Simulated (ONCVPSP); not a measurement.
rhodium, ONCV: configuration errors across variants

| Property | Result |
| --- | --- |
| Element | Rh (Z = 45) |
| Generator | ONCVPSP 4.0.1 |
| Type | optimised norm-conserving Vanderbilt (ONCV) |
| Functional | revPBE |
| Relativity | scalar-relativistic |
| Frozen core | [Kr] |
| Valence charge | 9 |
| Reference configuration | 4d8 5s1 |
| Partial waves | 5s: rc 2.70 bohr, ncon 4, nbas 7, qcut 2.8 1/bohr, 2 projectors, debl 0.3 Ha; p scattering state at 0.2 Ha: rc 2.70 bohr, ncon 4, nbas 9, qcut 3.6 1/bohr, 1 projector; 4d: rc 1.95 bohr, ncon 4, nbas 8, qcut 8.9 1/bohr, 2 projectors, debl 2.4 Ha |
| Local potential | polynomial inside 1.75 bohr (lpopt 5, dvloc0 1 Ha) |
| Core correction | none |

In the p channel the program set the typed energies aside and used 0.050 Ha.

All-electron excitation energies from the reference (eV): (1) 4d8 5s0 7.330; (2) 4d7 5s0 26.754; (3) 4d6 5s0 59.181; (4) 4d7 5s1 5p1 6.644.

3 further variants failed, have other tests or too few solved ones, and are left out.

Errors AE − PS in meV (a dash: test not solved or not reliable):

```csv
change,(1),(2),(3),(4),bound ghosts,GHOST(+) flags above zero
base,+6.3,+44,-20,-54,none,s
s: qcut 1.8; p: qcut 2.4; d: qcut 5.9,+15,+27,-31,-30,none,s
p: qcut 3.5; d: qcut 8.7,+6.4,+44,-19,-54,none,s
```

**Question.** Give the same row for: s: qcut 2.3; p: qcut 3; d: qcut 7.4.

**Answer.** +9.7, +36, -32, -46; bound ghosts: none; GHOST(+) flags above zero: s.
